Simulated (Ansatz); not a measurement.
Saddle point of CH₉AsGe, singlet (CH₆Ge ([CH3][GeH3]) + AsH₃ → GeAsH₅ ([GeH3][AsH2]) + CH₄; bonds formed: Ge1–As7, C2–H6; bonds broken: Ge1–C2, H6–As7), PBE0-D4/def2-TZVP structure:

Ge1  (-1.265, -0.463, 0.192)
C2  (0.194, 1.235, 0.474)
H3  (-1.850, -0.595, -1.215)
H4  (-1.073, -1.684, 1.092)
H5  (-2.222, 0.506, 0.975)
H6  (0.403, 0.055, -0.129)
As7  (1.074, -1.665, -1.116)
H8  (1.235, 1.396, 0.172)
H9  (0.126, 1.261, 1.561)
H10  (-0.437, 1.983, -0.003)
H11  (2.148, -1.490, -0.043)
H12  (1.666, -0.538, -1.960)
(Å)

Energies are electronic, without zero-point energy. Barriers and step energies count from the start structure reached by relaxing down the imaginary mode; all methods use the PBE0-D4 structures, on which another method's saddle can fall below an end. Computed with Ansatz 0.2.0 (basis: def2-TZVPP, with def2-QZVPP for the basis limit); correlated methods freeze the cores. Filled d shells of the heavier atoms are correlated. The def2 sets are not built for correlating such inner shells, so the correlated values are less sure here. B3LYP uses VWN-RPA correlation. Extrapolation: Hartree–Fock as exp(−7.88 √X), correlation as X^−2.97.

```tsv
method	barrier (eV)	step energy (eV)
SPW92	2.420	-0.559
PBE-D4	2.640	-0.621
BLYP-D4	?	-0.612
r2SCAN-D4	2.818	-0.611
B97M-V	3.045	-0.540
PBE0-D4	?	-0.613
B3LYP-D4	3.007	-0.607
r2SCAN0-D4	2.959	-0.612
BHLYP-D4	3.250	-0.606
CAM-B3LYP-D4	3.198	-0.556
wB97X-V	3.203	-0.547
wB97M-V	3.111	-0.561
B2PLYP	3.121	-0.594
PBE-QIDH	?	-0.590
RPA on PBE	3.179	-0.502
HF	3.837	-0.576
MP2	3.089	-0.565
CCSD	3.307	-0.536
CCSD(T)	3.165	-0.538
```

(1) Fill in the withheld barriers. (To be estimated.)

T1 diagnostic: at most 0.013.

Answers

(1) The calculation gives: PBE0-D4 2.853; BLYP-D4 2.838; PBE-QIDH 3.044 eV. Each is the energy of the saddle less that of the start structure, by the same method.

For comparison, the barrier by CCSD(T) at an estimated basis limit (MP2 extrapolated from triple and quadruple zeta, plus CCSD(T) − MP2 in triple zeta) is 3.086 eV.

Labels in which every atom is bracketed show which atoms are joined, not bond orders.

For scale, one of the runs: CCSD(T)/def2-TZVPP, 253 basis functions, launched by `ansatz run in.yaml --threads 8 --pin off --events-out ev --progress --plain --max-ram 19148MiB`. The run took 2.7 min on 8 CPU threads of an Arm Neoverse V2 (shared host), with 5.7 GiB of host memory at its peak.
